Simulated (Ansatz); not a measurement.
In8N8H22, a nanocrystal cut from wurtzite InN (hydrogen-capped). The state is a singlet with charge 0. Geometry PBE-D4/def2-SVP.

```xyz
38

In   -0.4412   -2.1402   -3.5630
N     1.2768   -0.6628   -3.6223
N    -1.2197   -1.5112   -1.5658
In    0.2342   -1.9262    0.0214
In    1.5618    0.8722   -2.0176
N     1.7456   -0.3427   -0.2082
N    -0.7899   -1.4207    1.8925
In    0.4573   -1.9504    3.6686
In    2.0025    0.9645    1.5263
N     2.1297   -0.4854    3.2274
In   -2.0928    0.4709   -1.7164
N    -0.3752    1.8035   -1.7369
N    -2.9030    0.8437    0.3388
In   -1.6125    0.5720    2.1498
In   -0.3717    3.2756   -0.0390
N     0.0498    1.8924    1.6812
H     0.3097   -3.7046   -3.4091
H    -1.5457   -1.5486   -4.7790
H     2.1546   -1.2007   -3.6899
H     1.2240   -0.1601   -4.5217
H    -2.0058   -2.1606   -1.3861
H     0.9435   -3.5172   -0.0248
H     2.9188    1.8842   -2.4274
H     2.6469   -0.8406   -0.3074
H    -1.5917   -2.0736    1.9443
H     1.1554   -3.5267    3.4185
H    -0.3187   -1.2867    5.0850
H     3.4117    1.9880    1.5393
H     2.9997   -1.0261    3.1036
H     2.2981    0.0622    4.0855
H    -3.3381    0.7504   -2.8997
H    -0.5082    2.4185   -2.5584
H    -3.7720    0.3017    0.4609
H    -3.2050    1.8326    0.3505
H    -2.5325    0.9200    3.5856
H     1.0301    4.2987   -0.2400
H    -2.0446    3.7848    0.1558
H     0.1181    2.5496    2.4776
```

In the def2 sets In takes a core potential; there is no spin–orbit coupling. Single mean-field runs in def2-SVP, def2-TZVP are fitted with def2-universal-jkfit.

**Question.** Estimate the orbital energies around the gap (eV) in Ansatz with PBE-D4/def2-SVP, PBE-D4/def2-TZVP, r2SCAN-D4/def2-TZVP, PBE0-D4/def2-SVP, PBE0-D4/def2-TZVP.

**Answer.** 
```json
{"orbital": "HOMO−5", "PBE-D4/def2-SVP": "-6.44", "PBE-D4/def2-TZVP": "-6.51", "r2SCAN-D4/def2-TZVP": "-6.78", "PBE0-D4/def2-SVP": "-7.64", "PBE0-D4/def2-TZVP": "-7.69"}
{"orbital": "HOMO−4", "PBE-D4/def2-SVP": "-6.40", "PBE-D4/def2-TZVP": "-6.47", "r2SCAN-D4/def2-TZVP": "-6.73", "PBE0-D4/def2-SVP": "-7.59", "PBE0-D4/def2-TZVP": "-7.64"}
{"orbital": "HOMO−3", "PBE-D4/def2-SVP": "-6.27", "PBE-D4/def2-TZVP": "-6.33", "r2SCAN-D4/def2-TZVP": "-6.60", "PBE0-D4/def2-SVP": "-7.46", "PBE0-D4/def2-TZVP": "-7.51"}
{"orbital": "HOMO−2", "PBE-D4/def2-SVP": "-6.17", "PBE-D4/def2-TZVP": "-6.25", "r2SCAN-D4/def2-TZVP": "-6.51", "PBE0-D4/def2-SVP": "-7.33", "PBE0-D4/def2-TZVP": "-7.39"}
{"orbital": "HOMO−1", "PBE-D4/def2-SVP": "-6.14", "PBE-D4/def2-TZVP": "-6.20", "r2SCAN-D4/def2-TZVP": "-6.45", "PBE0-D4/def2-SVP": "-7.31", "PBE0-D4/def2-TZVP": "-7.36"}
{"orbital": "HOMO", "PBE-D4/def2-SVP": "-5.99", "PBE-D4/def2-TZVP": "-6.05", "r2SCAN-D4/def2-TZVP": "-6.29", "PBE0-D4/def2-SVP": "-7.19", "PBE0-D4/def2-TZVP": "-7.22"}
{"orbital": "LUMO", "PBE-D4/def2-SVP": "-1.77", "PBE-D4/def2-TZVP": "-2.04", "r2SCAN-D4/def2-TZVP": "-1.83", "PBE0-D4/def2-SVP": "-0.91", "PBE0-D4/def2-TZVP": "-1.20"}
{"orbital": "LUMO+1", "PBE-D4/def2-SVP": "-1.56", "PBE-D4/def2-TZVP": "-1.80", "r2SCAN-D4/def2-TZVP": "-1.45", "PBE0-D4/def2-SVP": "-0.77", "PBE0-D4/def2-TZVP": "-1.06"}
{"orbital": "LUMO+2", "PBE-D4/def2-SVP": "-1.40", "PBE-D4/def2-TZVP": "-1.61", "r2SCAN-D4/def2-TZVP": "-1.30", "PBE0-D4/def2-SVP": "-0.61", "PBE0-D4/def2-TZVP": "-0.86"}
{"orbital": "LUMO+3", "PBE-D4/def2-SVP": "-1.09", "PBE-D4/def2-TZVP": "-1.31", "r2SCAN-D4/def2-TZVP": "-0.98", "PBE0-D4/def2-SVP": "-0.31", "PBE0-D4/def2-TZVP": "-0.56"}
{"orbital": "LUMO+4", "PBE-D4/def2-SVP": "-0.90", "PBE-D4/def2-TZVP": "-1.11", "r2SCAN-D4/def2-TZVP": "-0.77", "PBE0-D4/def2-SVP": "-0.11", "PBE0-D4/def2-TZVP": "-0.37"}
{"orbital": "LUMO+5", "PBE-D4/def2-SVP": "-0.85", "PBE-D4/def2-TZVP": "-1.10", "r2SCAN-D4/def2-TZVP": "-0.77", "PBE0-D4/def2-SVP": "-0.08", "PBE0-D4/def2-TZVP": "-0.37"}
```
